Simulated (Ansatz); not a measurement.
Cost and result for the atomization energy of `CC(C)(C)c1ccccc1C(=O)O` (27 atoms, 27 bonds).

Cartesian coordinates in Å:
```
C -1.017 1.831 -0.277
C 0.168 0.989 -0.764
C 1.496 1.644 -0.363
C 0.100 0.990 -2.293
C 0.101 -0.435 -0.202
C 0.314 -1.519 -1.053
C 0.245 -2.836 -0.628
C -0.073 -3.124 0.686
C -0.305 -2.075 1.554
C -0.198 -0.749 1.137
C -0.356 0.244 2.235
O 0.421 1.111 2.537
O -1.476 0.023 2.948
H -1.965 1.343 -0.515
H -0.986 2.033 0.791
H -1.003 2.800 -0.783
H 1.598 1.715 0.718
H 1.552 2.650 -0.788
H 2.337 1.066 -0.754
H -0.795 0.485 -2.665
H 0.976 0.525 -2.750
H 0.070 2.024 -2.641
H 0.535 -1.336 -2.094
H 0.429 -3.635 -1.336
H -0.145 -4.147 1.032
H -0.564 -2.275 2.587
H -1.459 0.656 3.680
```

The species carries charge 0 and has multiplicity 1. All single points use the PBE0-D4/def2-TZVP geometry. It is one conformer, not always the lowest. Program: Ansatz. All runs use 4 threads of an AMD EPYC 7R13 on a shared host and a share of an NVIDIA H100 80 GB. Times are those of one run each, without the atoms' runs, and a repeat can differ threefold. Electronic energies, without spin–orbit coupling; frozen cores. CCSD(T)/CBS adds CCSD(T) − MP2 in def2-TZVPP to the MP2 limit, and its time is that of the two runs behind it. T1 = 0.012; the RHF reference is unstable towards UHF. HSE06 is the plane-wave form, built on full-range PBE exchange.

CCSD(T)/CBS is a level of theory with its own doubt, some kJ/mol a heavy atom from the limit and from the frozen cores, so smaller differences don't rank the functionals.

```csv
level,functions,wall time,atomization (kcal/mol),difference from CCSD(T)/CBS,per bond
LDA (SPW92)/def2-TZVPP,599,2.8 s,3391.9,467.3,17.3
PBE0-D4/def2-TZVPP,599,3 s,2968.6,44.0,1.6
HSE06-D4/def2-TZVPP,599,3.3 s,2970.7,46.1,1.7
BLYP-D4/def2-TZVPP,599,3.3 s,2933.2,8.6,0.3
revPBE-D4/def2-TZVPP,599,3.5 s,2953.5,28.9,1.1
CAM-B3LYP-D4/def2-TZVPP,599,4.3 s,2941.9,17.3,0.6
B2PLYP/def2-TZVPP,599,6 s,2902.9,-21.7,-0.8
ωB97M-V/def2-TZVPP (with forces),599,6.5 s,2938.7,14.1,0.5
PBE-QIDH/def2-TZVPP,599,6.5 s,2937.2,12.6,0.5
CCSD(T)/def2-SVP,252,6.5 s,2823.0,-101.6,-3.8
MP2/def2-QZVPP,1161,21 s,2973.2,48.6,1.8
CCSD(T)/def2-TZVPP,599,5.7 min,2857.7,-66.9,-2.5
CCSD(T)/CBS(def2),–,6.1 min,2924.6,0.0,0.0
```

From PBE to PBE0 (25 % exact exchange), in def2-TZVPP and without D4, the atomization energy moves by −56.4 kcal/mol: exact exchange takes away binding that semilocal exchange gives to molecules. At CCSD(T), def2-SVP lies −101.5 kcal/mol from the extrapolated value and def2-TZVPP −66.9 kcal/mol: correlation converges slowly with the basis, and small sets miss more of it in the bonded molecule than in its fragments. In def2-TZVPP, CCSD(T) changes the Hartree–Fock value by +715.3 kcal/mol (the triples alone add +53.4 kcal/mol) and MP2 by +791.6 kcal/mol; breaking electron pairs costs correlation energy, which Hartree–Fock lacks.
